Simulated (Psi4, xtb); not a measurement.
Intermolecular potential of C3H9Al ··· COS (SMILES [CH3][Al]([CH3])[CH3] and O=C=S). Monomers: optimised at B3LYP-D3(BJ) (def2-SVP and def2-TZVP), held rigid. Orientation: lowest of the rigid-body minima from ten starts at GFN2-xTB (searched outside a hard wall at short contacts). R is the distance of the centres of mass, along which the second monomer moves. The shortest distances reach bonding range, where SAPT0 and rigid monomers are unreliable.

Geometry at R = 3.74 Å (first 13 atoms: monomer A):
```
16

C     -0.5176     1.8898     0.1667
Al     0.0001     0.0000    -0.0001
C     -1.3758    -1.4040     0.0489
C      1.8933    -0.4857    -0.2158
H      0.3298     2.5912     0.0956
H     -1.0221     2.0742     1.1332
H     -1.2507     2.1699    -0.6118
H     -1.3657    -1.9972    -0.8841
H     -1.1764    -2.1243     0.8636
H     -2.3994    -1.0192     0.1870
H      2.3173    -0.0214    -1.1252
H      2.0690    -1.5718    -0.2841
H      2.4981    -0.1014     0.6261
O     -0.2055     0.1430    -2.0472
C     -0.3572     0.3739    -3.1692
S     -0.5622     0.6860    -4.6861
```

Levels of theory: PBE/def2-TZVP, counterpoise-corrected (Psi4); HF/aug-cc-pVDZ, counterpoise-corrected (Psi4); revPBE/def2-TZVP, counterpoise-corrected (Psi4); PBE-D3(BJ)/def2-TZVP, counterpoise-corrected (Psi4); GFN1-xTB (xtb).

Interaction energies in kJ/mol (negative: bound); R is the distance of the centres of mass, d the Al2···O14 distance.

```csv
R / Å,d / Å,PBE/def2-TZVP,HF/aug-cc-pVDZ,revPBE/def2-TZVP,PBE-D3(BJ)/def2-TZVP,GFN1-xTB
3.32,1.64,138.02,195.78,164.67,125.85,21.19
3.53,1.85,47.17,81.20,68.44,36.31,-46.43
3.74,2.06,13.90,34.10,30.87,4.28,-67.14
3.90,2.22,3.12,16.77,17.40,-5.62,-70.38
4.14,2.46,-3.75,3.83,7.14,-11.62,-66.40
4.47,2.79,-6.09,-2.79,1.07,-12.45,-53.68
4.76,3.08,-5.79,-4.22,-1.11,-10.85,-41.96
5.21,3.53,-4.26,-3.79,-2.14,-7.68,-27.58
5.97,4.29,-2.05,-2.16,-1.69,-3.68,-12.92
6.95,5.27,-0.77,-1.01,-0.77,-1.39,-4.23
8.23,6.55,-0.29,-0.44,-0.29,-0.49,-0.84
```

Lowest grid point: PBE/def2-TZVP -6.09 kJ/mol at R = 4.47 Å; HF/aug-cc-pVDZ -4.22 kJ/mol at R = 4.76 Å; revPBE/def2-TZVP -2.14 kJ/mol at R = 5.21 Å; PBE-D3(BJ)/def2-TZVP -12.45 kJ/mol at R = 4.47 Å; GFN1-xTB -70.38 kJ/mol at R = 3.90 Å.
